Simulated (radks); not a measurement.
Values are calculated unless marked as measured or tabulated.
Ionisation of As2+, [Ar] 3d10 4s2 4p1, to As3+, [Ar] 3d10 4s2, under several functionals. Dirac Kohn-Sham, spin-unpolarised, spherical densities, point nucleus; open shells are shared between the two j in proportion to 2j + 1; a radial shooting solver on a logarithmic mesh with Libxc functionals. The NIST Atomic Spectra Database gives 28.35 eV (measured). Rank these functionals by the error of their Delta-SCF ionisation energy: Wu-Cohen GGA; AM05; LDA (Slater exchange, VWN5 correlation); BP86; PBE; PW91; XLYP; HCTH/407.

Answer. From best to worst: LDA (Slater exchange, VWN5 correlation) 28.043 eV (-0.306); BP86 27.887 eV (-0.462); PW91 27.815 eV (-0.534); HCTH/407 27.802 eV (-0.547); XLYP 27.790 eV (-0.559); Wu-Cohen GGA 27.786 eV (-0.563); PBE 27.708 eV (-0.641); AM05 27.690 eV (-0.659). Spin polarisation and multiplet splitting are left out, so open shells lie too high by an amount that depends on their filling. Sharing an open shell by 2j + 1 raises it above the true ground level by a part of the spin-orbit splitting, which enters the differences from NIST.

Beside tabulated values, note that spin-unpolarised runs miss the spin-polarisation part of the exchange energy of open shells.
